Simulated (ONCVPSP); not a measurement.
# u(r) = r·R(r): atom against pseudo-atom (nickel (Ni))

Columns: radius, all-electron u(r) and pseudo u(r) of the 3s shell (level -111.11 eV) of nickel in the configuration [Ne] 3s2 3p6 3d8 4s2; revPBE, scalar-relativistic, ONCV scheme, ONCVPSP 4.0.1.

```csv
r (bohr),all-electron,pseudo
0.072,-0.0216,0.1163
0.145,-0.6569,0.2511
0.217,-0.5580,0.4102
0.290,-0.0750,0.5957
0.362,0.4484,0.7888
0.435,0.8697,0.9731
0.507,1.1374,1.1209
0.580,1.2708,1.2177
0.652,1.2984,1.2528
0.725,1.2545,1.2290
0.798,1.1668,1.1573
0.870,1.0576,1.0555
0.942,0.9403,0.9400
1.015,0.8221,0.8219
1.088,0.7104,0.7103
1.160,0.6096,0.6095
1.232,0.5194,0.5192
1.305,0.4389,0.4388
1.378,0.3690,0.3689
1.450,0.3098,0.3098
1.522,0.2593,0.2592
1.595,0.2158,0.2158
1.668,0.1792,0.1791
1.740,0.1488,0.1488
1.812,0.1234,0.1234
1.885,0.1020,0.1019
```

Q: How many radial nodes do the two functions have?

A: The all-electron 3s function has n − l − 1 = 2 (the table is too coarse to show those close to the nucleus); the pseudo-wave has 0, since the states of the same l below it are removed with the core.

Q: At about which radius was the pseudo-wave matched?

A: 1.00 bohr, where the columns begin to agree (steps of 0.07 bohr).

Q: Is the pseudo-wave norm-conserving?

A: Yes: the ONCV scheme keeps the norm inside the radius equal to the all-electron one, which fixes the energy derivative of the logarithmic derivative at the level.
